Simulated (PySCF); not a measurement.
CH3Zn (SMILES [CH3][Zn]), doublet, at a GFN2-xTB geometry (such geometries of metal compounds can be far from the true shape) (the spin is typed, not shown lowest), with bond 3-2 at 1.6 times its length. Base run: B3LYP/6-31G* (PySCF).

Here is a job for PySCF.
```python
from pyscf import gto, scf, dft

mol = gto.Mole()
mol.atom = '''
    Zn   -0.38392717   -0.22517148   -0.29469127
    C     1.19468286    0.70067589    0.91700364
    H     2.06362388   -0.54084825    1.76203185
    H     0.74205525    1.38249865    1.62850049
    H     1.86989167    1.24386721    0.26506955
'''
mol.basis = '6-31g*'
mol.spin = 1
mol.verbose = 4
mol.build()

mf = dft.UKS(mol)
mf.xc = 'b3lyp'
mf.kernel()
mf.analyze()
```

Variants of this job, named by their change:

| change | ΔE vs base (mEh) | SCF cycles | <S^2> | outcome |
|---|---|---|---|---|
| base | 0.000 | 12 | 0.757 | converged |
| conv_tol_grad = 1e-7 | 0.000 | 16 | 0.757 | converged |
| level_shift = 0.3 (with mf.max_cycle = 100) | 0.000 | 24 | 0.757 | converged |
| DIIS = ADIIS | 0.000 | 26 | 0.757 | converged |
| conv_tol = 1e-11 | 0.000 | 14 | 0.757 | converged |
| level_shift = 1.0 (with mf.max_cycle = 100) | 0.000 | 59 | 0.757 | converged |
| damp = 0.5; diis_start_cycle = 5 | 0.000 | 15 | 0.757 | converged |
| conv_tol = 1e-12 | 0.000 | 16 | 0.757 | converged |
| diis = off; damp = 0.6 (with mf.diis_start_cycle = 200; with mf.max_cycle = 150) | 0.000 | 45 | 0.757 | converged |
| diis_space = 2 | 0.000 | 43 | 0.757 | converged |
| diis = off (with mf.max_cycle = 100) | - | 100 | - | not converged |
| DIIS = EDIIS | - | 50 | - | not converged |
| level_shift = 0.1 (with mf.max_cycle = 100) | 0.000 | 15 | 0.757 | converged |

Open shells are given as the SCF converged; they aren't shown to be the lowest states, and a large step between rows can be another state.
